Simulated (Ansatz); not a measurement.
Born–Oppenheimer molecular dynamics of CdF2 (3 atoms, charge 0, multiplicity 1). It goes on from the last frame of an earlier run, with new velocities.

Level of theory: Ansatz, RKS B3LYP-D4/def2-SVP.

```
ensemble        : NVT, Nosé–Hoover chain
time step       : 1 fs
steps asked     : 150
set temperature : 100 K
thermostat      : time constant 100 fs, chain length 3 (defaults)
seed            : 808601
```

First frame:

```xyz
3
Properties=species:S:1:pos:R:3
F 1.428 0.926 0.875
Cd 0.010 -0.045 0.000
F -1.514 -0.831 -0.911
```

Task: How far do the bonds stretch over the last three quarters of this one trajectory? (Pairs bonded in most of those frames.)

Result: 
| bond | mean (Å) | spread (Å) | shortest | longest |
| --- | --- | --- | --- | --- |
| F1–Cd2 | 1.928 | 0.016 | 1.90 | 1.96 |
| Cd2–F3 | 1.926 | 0.017 | 1.89 | 1.96 |

Mean temperature of the second half: 75 K. The conserved energy stayed within 0.013 meV per atom of its start (net change -0.0017 meV per atom), so the integration is sound. The mean temperature of the second half is 25 % below the set value. A run of 0.15 ps of so small a system gives no equilibrium averages.

Run time: 4.1 min on 1 thread of Arm Neoverse V2, with other jobs on the host, peak memory 0.11 GiB.
